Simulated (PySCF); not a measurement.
Be⁺: ionisation energy

Be⁺ [He] 2s1 (2S) → Be²⁺ 1s2 (1S), as a difference of total energies. Computed with PySCF 2.14 in aug-cc-pVDZ-DK (4s3p2d, 23 functions), with scalar relativity by spin-free X2C-1e. The calculations carry no spin-orbit coupling.

| method | ionisation energy (eV) |
| --- | --- |
| UHF | 18.094 |
| PBE | 18.432 |
| TPSS | 18.343 |

For comparison: 18.211 eV (measured; NIST Atomic Spectra Database, ionization energies).
